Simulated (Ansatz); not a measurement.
BeF3⁻. Charge -1, multiplicity 1. Geometry r2SCAN-D4/def2-TZVPD, basis def2-TZVPD, Ansatz.

```xyz
4

Be    0.0000    0.0000    0.0000
F     0.8966   -1.1641   -0.1497
F    -1.4485   -0.1468   -0.2484
F     0.5519    1.3109    0.3981
```

| run | HOMO (eV) | LUMO (eV) |
| --- | --- | --- |
| A | -2.48 | 4.46 |
| B | -6.97 | 5.02 |
| C | -4.07 | 4.38 |
| D | -2.32 | 3.92 |
| E | -6.66 | 4.56 |
| F | -2.07 | 3.87 |

LC-ωPBE has ω = 0.4 bohr⁻¹. The structure comes from a short search, and lower isomers may exist.

Task: The runs used LC-ωPBE, LDA (SPW92), PBE, PBE0, r2SCAN, ωB97M-V. Estimate which is which.

Result: A r2SCAN (0 % exact exchange); B LC-ωPBE (range-separated); C PBE0 (25 % exact exchange); D LDA (SPW92) (0 % exact exchange); E ωB97M-V (range-separated); F PBE (0 % exact exchange). Exact exchange lowers occupied and raises empty levels; among semilocal functionals meta-GGAs tend to open the gap a little, and such runs are hard to tell apart. The gap grows from 5.94 eV (PBE) to 11.99 eV (LC-ωPBE).
